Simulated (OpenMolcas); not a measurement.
# Kr2+: effect of correlating more closed shells

- Program: OpenMolcas 26.06
- Basis: ANO-RCC-VTZP [6s5p3d1f]
- Scalar Hamiltonian: DKH2, point nucleus
- Active space: 4 electrons in 3 orbitals (4p)
- State averaging: 2S+1 = 3 even, 3 roots; 2S+1 = 1 even, 6 roots
- Spin-orbit coupling: RASSI with atomic mean-field integrals over the reference wave functions, term energies averaged over their components

Methods on the same reference wave functions:
A. CASSCF
B. SS-CASPT2, IPEA 0.25 Eh, imaginary shift 0.1 Eh (closed shells correlated: 4s)
C. SS-CASPT2, IPEA 0.25 Eh, imaginary shift 0.1 Eh (closed shells correlated: 3d 4s)
D. SS-CASPT2, IPEA 0.25 Eh, imaginary shift 0.1 Eh (closed shells correlated: 3s 3p 3d 4s)

Energies in cm-1 above 4s2 4p4 3P2, the measured ground level; measured values from Saloman, J. Phys. Chem. Ref. Data 36, 215 (2007).

| Level | A | B | C | D | Measured |
| --- | --- | --- | --- | --- | --- |
| 4s2 4p4 3P2 | 0.0 | 0.0 | 0.0 | 0.0 | 0.0 |
| 4s2 4p4 3P1 | 4079 | 4140 | 4140 | 4140 | 4548 |
| 4s2 4p4 3P0 | 5101 | 5020 | 5020 | 5020 | 5313 |
| 4s2 4p4 1D2 | 17078 | 14990 | 15040 | 14990 | 14644 |
| 4s2 4p4 1S0 | 39040 | 34290 | 34350 | 34240 | 33080 |

Deviations, from unrounded energies. A percentage is the sum of absolute deviations over the sum of measured energies, with the sign that they share, or ± where signs differ.

| Against measurement | Levels | A | B | C | D |
| --- | --- | --- | --- | --- | --- |
| mean absolute deviation (cm-1) | 4 | 2300 | 560 | 590 | 550 |
| fine structure of the ground term (%) | 2 | -6.9 | -7.1 | -7.1 | -7.1 |
| other terms of the ground configuration (%) | 2 | +17.6 | +3.3 | +3.5 | +3.2 |

B, D lie about equally close to measurement and A furthest from it. The largest miss of D in the table is 4s2 4p4 1S0, by +1200 cm-1. The ranking rests on the paired levels alone, and a cruder setting can come out closer through cancelling errors.

Among B to D the level of the table that moves most is 4s2 4p4 1S0, by 110 cm-1 (lowest in D, highest in C). Moves below CASPT2's spread within the term are not significant.

The mean deviations of B to D differ by less than CASPT2's widest spread within a term (150 cm-1), so their order carries little weight.

From A to B the spin-free energies of the other terms of 4s2 4p4 shown, above 3P, scale by factors of 0.85 to 0.86.

The lowest spin-free term lies below A's lowest term by 0.117 hartree in B, 0.176 hartree in C, 0.216 hartree in D.

What an inner shell adds also hangs on whether the basis holds functions to correlate it.

CASPT2 breaks the degeneracy within a term, and the mean is taken; among the terms shown or strongly mixed into the levels shown the widest spread is 150 cm-1 (4s2 4p4 1D, D). With the s shell closed, the reference lacks s² → p² mixing. Measured partners are found by configuration, term and J. A level has none where our copy of the source lacks it or the pairing is in doubt (some pairs that miss far off the trend of their configuration count as doubtful), and it then counts in no deviation. Only configurations of the active space appear.
